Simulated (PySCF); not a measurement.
Species: AsH5, net charge 0, singlet state. SMILES: [AsH5]
Geometry from a B3LYP-D3(BJ)/def2-TZVP (Ansatz) optimisation:
```xyz
6

As     0.0000     0.0000     0.0000
H      0.0069    -0.0006     1.6054
H     -0.0069     0.0006    -1.6054
H      1.5317     0.0008    -0.0066
H     -0.7666     1.3261     0.0038
H     -0.7651    -1.3269     0.0028
```

Dispersion corrections to the total energy (kcal/mol) from the dftd3 and dftd4 libraries through PySCF: D3(BJ) without and D4 with the three-body term, each with the damping fitted for the functional named.

```tsv
functional	D3(BJ)	D4
CAM-B3LYP	-1.24	-1.27
B3LYP	-3.01	-2.54
HF	-17.76	-6.50
B2PLYP	-1.37	___
HSE06	-1.02	-1.18
PBE	-1.70	___
BHLYP	-2.37	___
```

Q: Some entries are withheld; supply them.

A: 
- B2PLYP, D4: -1.08
- PBE, D4: -1.57
- BHLYP, D4: -1.78
